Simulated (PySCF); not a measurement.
Bond stretch in SMILES [Li][CH3] (CH3Li). The C1–Li5 bond (C1 also carries H, H, H; Li5 carries nothing else) is stretched with both fragments frozen at the PBE0/def2-TZVP optimised geometry.

Levels of theory: UCCSD(T) = CCSD(T) on UHF/cc-pVDZ, 1 core orbital frozen in PySCF; CASSCF(2,2)/cc-pVDZ (PySCF); RCCSD(T) = CCSD(T) on RHF/cc-pVDZ, 1 core orbital frozen run with PySCF; RKS-M06-2X/6-31G* = restricted M06-2X/6-31G*, spherical d (PySCF 2.14.0); NEVPT2 = SC-NEVPT2 on CASSCF(2,2)/cc-pVDZ, all electrons correlated (PySCF).

Energies are in kJ/mol, each relative to the lowest point of its own curve near equilibrium.

```
R / Å  UCCSD(T)  CASSCF(2,2)  RCCSD(T)  RKS-M06-2X/6-31G*  NEVPT2
-----  --------  -----------  --------  -----------------  ------
1.46      193.9        217.8     193.9              196.8   195.6
1.57      103.0        120.9     103.0              102.4   104.2
1.67       52.3         65.0      52.3               49.9    53.1
1.78       20.3         27.8      20.3               17.3    20.6
1.85        8.9         13.7       8.9                6.3     9.1
1.89        4.7          8.2       4.7                2.6     4.8
1.96        0.7          2.2       0.7                0.0     0.7
2.02        0.0          0.1       0.0                0.8     0.0
2.06        0.7          0.0       0.7                2.6     0.7
2.17        6.5          3.7       6.5               11.6     6.5
2.29       17.5         12.6      17.5               26.2    17.7
2.41       31.8         24.6      31.8               43.8    32.2
2.62       62.7         48.7      60.5               77.9    61.8
2.93      108.7         83.1     103.6              129.0   107.3
3.28      152.2        112.8     144.8              181.7   151.2
3.55      178.0        128.1     168.2              217.8   175.4
3.94      199.1        141.5     187.4              262.7   196.7
4.37      208.0        149.0     191.0              303.4   208.4
4.81      211.3        152.6     183.6              336.1   213.9
5.35      212.9        154.5     170.8              366.6   216.7
5.87      213.5        155.2     161.2              389.0   217.8
6.88      214.1        155.7     152.7              416.5   218.6
```

At the longest distance, 6.88 Å, RKS-M06-2X/6-31G* lies highest above its minimum (416.5 kJ/mol) and RCCSD(T) lowest (152.7 kJ/mol).

The RCCSD(T) curve passes through a maximum at 4.37 Å and then falls by 38.3 kJ/mol up to the last usable point.

The unrestricted determinant behind UCCSD(T) is spin-contaminated at 2.62 to 6.88 Å (<S²> up to 1.0, against 0.00 for a pure singlet). The T1 diagnostic of CCSD on the restricted reference of RCCSD(T) exceeds 0.045 at 3.55 to 6.88 Å. The restricted form behind RKS-M06-2X/6-31G* keeps the bonding electrons paired and can't separate into open-shell fragments.
